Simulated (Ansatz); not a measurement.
Calculated with Ansatz (gas phase, PBE0-D4/def2-TZVP geometries, no zero-point term in ΔE). CCSD(T)/CBS is the MP2 limit (def2-TZVPP, def2-QZVPP) plus CCSD(T) − MP2 in def2-TZVPP, frozen cores. This one scheme is used for every species. DFT in def2-TZVPP. B3LYP here is the variant with VWN-RPA as its local correlation; programs differ in this. One conformer a species, not always the lowest.

Reaction (ligand exchange at the Si–O bond): `O[SiH]1BC1` + HCl → `Cl[SiH]1BC1` + H₂O

```csv
level,ΔE (kJ/mol)
PBE0-D4,-25.3
B3LYP-D4,-18.2
B2PLYP,-16.7
BHLYP,-14.1
```

What does CCSD(T)/CBS give? (Best estimate.)

Computed: -21.2 kJ/mol. The listed levels differ from it by -4.1, 3.0, 4.5, 7.1 kJ/mol.

What do rigid-rotor, harmonic-oscillator terms from PBE0-D4/def2-TZVP frequencies (298.15 K, 1 bar) make of the CCSD(T)/CBS value? (An estimate is asked.)

Computed: ΔZPE = +5.9 kJ/mol, ΔH = -14.6 kJ/mol, ΔS = 8 J/(mol·K), ΔG = -17.0 kJ/mol.

Largest T1 diagnostic among the species: 0.014.

In def2-TZVPP, CCSD(T) changes the Hartree–Fock value by −4.1 kJ/mol (the triples alone add −1.6 kJ/mol) and MP2 by −8.6 kJ/mol. Leaving LDA and LC-ωPBE aside and taking each functional with its dispersion term where it has one, the values, not all of them listed here, spread over 13.8 kJ/mol, from revPBE-D4 to CAM-B3LYP-D4. LDA lies +6.4 kJ/mol from PBE without D4. At CCSD(T), def2-SVP lies +5.1 kJ/mol from the extrapolated value and def2-TZVPP +5.0 kJ/mol.
